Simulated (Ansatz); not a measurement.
CdS, closed-shell singlet (lowest of 2S+1 = 1, 3 at CCSD(T)/def2-TZVPP on PBE0 minima; our sources give no spin for the ground state, which may be another), most abundant isotopes (113.9034 and 31.9721 u). Constants from fifth-degree fits in 1/R to seven points on the lowest solution found; no spin–orbit coupling, no relativity up to Kr; ω_e x_e and α_e move by some per cent with the fit.

Correlated levels freeze the inner cores; with def2 sets outer-core shells near the valence are correlated too. CBS(a, b) extrapolates the correlation energy as X⁻³ and adds the Hartree–Fock energy of set b.

Run with Ansatz (Gaussian basis) for Hartree–Fock, density functionals and correlated methods. Each number belongs to the level named beside it. In def2 rows elements past Kr take small-core potentials, without spin–orbit coupling.

```
level                                r_e (Å)  ω_e (cm⁻¹)  ω_e x_e (cm⁻¹)  α_e (cm⁻¹)
-----------------------------------  -------  ----------  --------------  ----------
PBE/def2-TZVPP                        2.2465       379.4            1.61    0.000699
CCSD(T)/CBS(def2-TZVPP, def2-QZVPP)   2.2459       385.0            1.66    0.000687
```

Task: Derive the rotational constants, the centrifugal constant, the fundamental, the zero-point energy and the force constant.

Result: 
μ = 24.96463 u.
- PBE/def2-TZVPP: B_e = 16.8576/(μ r_e²) = 0.13380 cm⁻¹; B₀ = B_e − α_e/2 = 0.13345 cm⁻¹; D = 4B_e³/ω_e² = 6.65e-08 cm⁻¹; fundamental ω_e − 2ω_e x_e = 376 cm⁻¹; zero-point energy ω_e/2 − ω_e x_e/4 = 189 cm⁻¹; k = μ(2πcω_e)² = 212 N/m; the line J = 1 ← 0 at 2B₀ = 8.001 GHz
- CCSD(T)/CBS(def2-TZVPP, def2-QZVPP): B_e = 16.8576/(μ r_e²) = 0.13387 cm⁻¹; B₀ = B_e − α_e/2 = 0.13353 cm⁻¹; D = 4B_e³/ω_e² = 6.47e-08 cm⁻¹; fundamental ω_e − 2ω_e x_e = 382 cm⁻¹; zero-point energy ω_e/2 − ω_e x_e/4 = 192 cm⁻¹; k = μ(2πcω_e)² = 218 N/m; the line J = 1 ← 0 at 2B₀ = 8.006 GHz

Doubts at one or more of the structures used: a restricted determinant that unrestricted orbitals would lower (CCSD(T)/CBS(def2-TZVPP, def2-QZVPP)).

Ansatz is a program for electronic structure.
